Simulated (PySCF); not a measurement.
In(NH2)3 (H6InN3), SMILES [NH2][In]([NH2])[NH2]. Coordinates come from a B3LYP-D3(BJ)/def2-SVP optimisation. The structure was generated by enumeration; whether it is a known compound was not checked. The def2 effective core potentials stand for the cores of In; spin–orbit coupling is left out. One conformer was computed; it need not be the lowest.

All values below come from B3LYP-D3(BJ)/def2-SVP (PySCF).

Harmonic wavenumbers (cm⁻¹): 107, 114, 138, 144, 215, 224, 412, 419, 448, 583, 598, 598, 718, 801, 801, 1525, 1531, 1539, 3511, 3512, 3513, 3605, 3607, 3607. Rotational constants (GHz): 4.618, 4.530, 2.307; symmetry number 1.

**Question.** Work out the zero-point energy and the ideal-gas rigid-rotor harmonic-oscillator thermochemistry at 298.15 K and 1 atm.

**Answer.** ZPE = ½ Σ hcν = ½ × 32269 cm⁻¹ = 193.01 kJ/mol. H − E(el) = 217.19 kJ/mol. Entropy in J/(mol K): translation 172.26, rotation 110.05, vibration 86.89, total 369.20. G − E(el) = 107.11 kJ/mol. Cp = 121.14 J/(mol K). Modes under 150 cm⁻¹ make the vibrational entropy uncertain.
